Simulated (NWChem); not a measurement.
System: C₅H₇F; SMILES C=CC(C=C)F

```xyz
13

C     -0.9528     0.1894     2.1445
C     -0.1599    -0.4166     1.2460
C      0.3685     0.2384     0.0000
F      1.7705     0.1239     0.0000
C     -0.1599    -0.4166    -1.2460
C     -0.9528     0.1894    -2.1445
H     -1.2569     1.2427     2.0227
H     -1.3326    -0.3413     3.0311
H      0.1379    -1.4720     1.3804
H      0.1099     1.3216     0.0000
H      0.1379    -1.4720    -1.3804
H     -1.2569     1.2427    -2.0227
H     -1.3326    -0.3413    -3.0311
```
Atoms are numbered in this order, from 1.

Program: NWChem. Pople sets run with spherical d functions. The geometry was optimised at PBE-D3(BJ)/def2-SVP.

### Question
Order these runs by computing time, cheapest first, and give rough ratios: B3LYP/6-31G*; B3LYP/6-311++G**; B3LYP/STO-3G.

### Answer
B3LYP/STO-3G (1), B3LYP/6-31G* (3), B3LYP/6-311++G** (10). Ratios are rough, from one shared machine; the cheapest took very roughly 2.1 core-seconds. What differs between the cheapest and the dearest: highest occupied level (eV) -4.77 → -7.48; orbital gap (eV) 7.06 → 6.26; dipole (D) 0.93 → 2.16.
